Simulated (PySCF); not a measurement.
Symmetry of computed structures. Theory: PBE0-D3(BJ)/def2-SVP geometry optimisation, gas phase in PySCF. The symmetry is that of the one conformer found, every atom within 0.08 Å of its image; none is proved a minimum here.

Problem. Point group, rotor type and polarity of `[N:1]#[C:2][c:3]1[cH:4][cH:5][c:6]([Cl:7])[cH:8][cH:9]1`?

Solution. C2v; near-prolate asymmetric top; symmetry number 2; 4 operations, which sort the 13 atoms into 9 sets; dipole 3.09 D, along a, the twofold axis; A, B, C = 5645, 692.7, 617.0 MHz; heavy atoms equivalent by symmetry: C4/C9, C5/C8.

Problem. `[CH3:1][CH:2]([CH3:3])[c:4]1[cH:5][cH:6][cH:7][cH:8][cH:9]1` with C1–C2–C4–C5 -63°: symmetry, top, dipole?

Solution. Cs; near-prolate asymmetric top; symmetry number 1; 2 operations, which sort the 21 atoms into 17 sets; dipole 0.37 D, in the ab plane, which is the mirror; A, B, C = 3356, 1083, 994.5 MHz; heavy atoms equivalent by symmetry: C1/C3.

Problem. What symmetry has `[CH3:1][NH:2][Si@@H:3]([NH2:4])[c:5]1[cH:6][cH:7][cH:8][o:9]1` with C1–N2–Si3–N4 104°, N2–Si3–N4–H -83° and 127°, N2–Si3–C5–C6 26°?

Solution. C1; asymmetric top; symmetry number 1; this conformer is chiral (no improper operation); dipole 0.77 D.

Problem. `O->[Si](<-O)(Cl)(Cl)(Cl)Cl` (trans-Si(H2O)2Cl4): symmetry, top, dipole?

Solution. C2; near-oblate asymmetric top; symmetry number 2; 2 operations, which sort the 11 atoms into 6 sets; dipole 0.56 D, along a, the twofold axis.
